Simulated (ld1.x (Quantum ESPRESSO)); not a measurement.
# Before and after: RRKJ potential for Hf (Z = 72)

- Element: hafnium (Hf)
- Generator: ld1.x (Quantum ESPRESSO) 7.5
- Type: norm-conserving RRKJ (Kleinman–Bylander form)
- Functional: LDA (PZ)
- Relativity: scalar-relativistic
- Frozen core: [Xe] 4f14
- Valence charge: 4
- Reference configuration: 5d2 6s1 6p1
- Partial waves: 6s (bound): rc 3.05 bohr; 6p (bound): rc 3.00 bohr; 5d (bound): rc 2.30 bohr
- Local potential: all-electron potential smoothed inside 2.70 bohr (lloc = -1)
- Core correction: a·sin(br)/r model core, default radius (core density twice the valence density)
- rho0: 0.005

Change: wave 5d (bound): rc 2.30 bohr becomes 5d (bound): rc 2.58 bohr.

Cutoffs: the cutoffs (Ry, on a coarse ladder) from which the occupation-weighted sum of valence levels, in a spherical-Bessel basis at the reference potential, stays within 10 and 1 mRy of its value at 400 Ry; they do not see the model core or the augmentation charge, which bear on the density cutoff. Errors are all-electron minus pseudo energies relative to the spin-unpolarised reference configuration.

How do hardness, ghosts and transferability respond?

The potential gets softer (21 Ry and 25 Ry → 18 Ry and 21 Ry); both files keep a bound ghost (s); of the 9 tests that both files solve, the error grows in 1 and shrinks in 0 by more than 15 % and 0.3 meV (median size 19.9 → 19.8 meV). A larger radius leaves more room for a smooth pseudo-wave, so fewer plane waves are needed.

| quantity | base | changed |
| --- | --- | --- |
| cutoff, loose | 21 Ry | 18 Ry |
| cutoff, tight | 25 Ry | 21 Ry |
| bound ghosts | s | s |
| error for 5d2 6s2 6p0, meV [ΔE -3.91 eV] | +0.9 | +0.9 |
| error for 5d2 6s1 6p0, meV [ΔE 4.29 eV] | -3.8 | -3.6 |
| error for 5d2 6s0 6p0, meV [ΔE 18.79 eV] | -20 | -20 |
| error for 5d2 6s0 6p1, meV [ΔE 9.08 eV] | +2.1 | +2.1 |
| error for 5d1 6s2 6p0, meV [ΔE 2.82 eV] | +48 | +53 |
| error for 5d1 6s2 6p1, meV [ΔE -1.83 eV] | +3.4 | +9.9 |
| error for 5d3 6s1 6p0, meV [ΔE -1.33 eV] | -35 | -32 |
| error for 5d2 6s1 6p1 (spin-polarised), meV [ΔE -1.50 eV] | +113 | +117 |
| error for 5d2 6s2 6p0 (spin-polarised), meV [ΔE -4.35 eV] | +77 | +79 |
| s: phases at 3.29 bohr within 0.05 rad from the reference energy up to (Ry; the scan ends near 5) | -0.1 | -0.1 |
| p: phases at 3.29 bohr within 0.05 rad from the reference energy up to (Ry; the scan ends near 5) | 0.2 | 0.2 |
| d: phases at 3.29 bohr within 0.05 rad from the reference energy up to (Ry; the scan ends near 5) | 1.3 | 1.2 |

 A true bound ghost makes a file unfit for plane-wave use even where its test errors are small: the radial tests pick states by their node count and pass the ghost by.
